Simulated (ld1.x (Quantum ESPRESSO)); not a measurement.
**Logarithmic derivatives: cerium, PAW**

- Element: Ce (Z = 58)
- Generator: ld1.x (Quantum ESPRESSO) 7.5
- Type: PAW
- Functional: revPBE
- Relativity: fully relativistic
- Frozen core: [Kr] 4d10
- Valence charge: 12
- Reference configuration: 4f1 5s2 5p6 5d1 6s1.5 6p0 (charge +0.5)
- Partial waves: 5s (bound): rcut 1.42, rcutus 1.50 bohr; 6s (bound): rcut 1.42, rcutus 1.50 bohr; 5p (bound): rcut 2.50, rcutus 2.95 bohr; 6p (bound, empty): rcut 2.50, rcutus 2.95 bohr; 5d (bound): rcut 2.75, rcutus 3.15 bohr; 5d channel at 2.2 Ry: rcut 2.75, rcutus 3.15 bohr; 4f (bound): rcut 1.20, rcutus 1.40 bohr; 4f channel at -0.2 Ry: rcut 1.20, rcutus 1.40 bohr
- Local potential: all-electron potential smoothed inside 2.05 bohr (lloc = -1)
- Core correction: Bessel-smoothed model core inside 1.15 bohr
- Augmentation charge: PSQ, radius 1.05 bohr

Open shells are filled in proportion to 2j + 1 (rel_dist='average').

The phase is arctan(r·u′/u) with u = r·R(r), unwrapped; energies in Ry, scanned from -5 to 5 Ry. A pole is an energy at which the radial function vanishes at the test radius. The pseudo phase is shifted by a multiple of π to meet the all-electron one at the reference energy, and phase errors are pseudo minus all-electron; the curves can meet again beyond the range given. Levels narrower than the energy grid can be missing from the lists of poles.

**Question.** For each channel, where are the poles, and over which energies does the pseudopotential scatter like the atom?

**Answer.**

```
channel  radius (bohr)  reference energy (Ry)  poles, all-electron       poles, pseudo  unbroken range about the reference energy with phases within 0.05 rad  phase error 1 Ry above the reference energy (rad)
      s           3.39                  -0.44          -3.16, 1.47         -3.16, 1.47                                                              below 4.2                                             -0.000
   p1/2           3.39                  -0.25          -1.98, 2.30  -3.68, -1.98, 1.97                                                            -3.5 to 0.4                                             -0.045
   p3/2           3.39                  -0.24          -1.75, 2.53  -4.64, -1.75, 2.19                                                            -4.5 to 0.5                                             -0.050
   d3/2           3.39                  -0.43           0.04, 4.21          0.04, 4.00                                                              below 4.7                                             -0.003
   d5/2           3.39                  -0.41           0.08, 4.28          0.08, 4.04                                                              below 4.7                                             -0.003
   f5/2           3.39                  -0.61          -0.59, 2.29         -0.59, 2.29                                                              below 4.0                                             -0.000
   f7/2           3.39                  -0.59          -0.56, 2.30         -0.56, 2.31                                                              below 4.0                                             +0.000
```

The ghost test of this file was not conclusive.

Phases in the d3/2 channel:

```csv
E (Ry),all-electron,pseudo
-5.00,1.433,1.433
-4.74,1.429,1.429
-4.48,1.425,1.424
-4.22,1.420,1.419
-3.96,1.414,1.414
-3.70,1.408,1.407
-3.44,1.401,1.400
-3.18,1.393,1.392
-2.92,1.383,1.383
-2.66,1.372,1.371
-2.40,1.359,1.358
-2.14,1.342,1.341
-1.88,1.319,1.318
-1.62,1.289,1.287
-1.36,1.242,1.240
-1.10,1.159,1.157
-0.84,0.961,0.959
-0.58,0.103,0.101
-0.32,-1.213,-1.214
-0.06,-1.514,-1.516
0.20,-1.634,-1.636
0.46,-1.712,-1.715
0.72,-1.784,-1.788
0.98,-1.870,-1.875
1.24,-2.000,-2.007
1.50,-2.253,-2.262
1.76,-2.867,-2.878
2.02,-3.774,-3.775
2.28,-4.223,-4.223
2.54,-4.413,-4.415
2.80,-4.514,-4.517
3.06,-4.576,-4.581
3.32,-4.620,-4.627
3.58,-4.653,-4.663
3.84,-4.680,-4.694
4.10,-4.703,-4.723
4.36,-4.724,-4.752
4.62,-4.744,-4.785
4.88,-4.763,-4.827
```
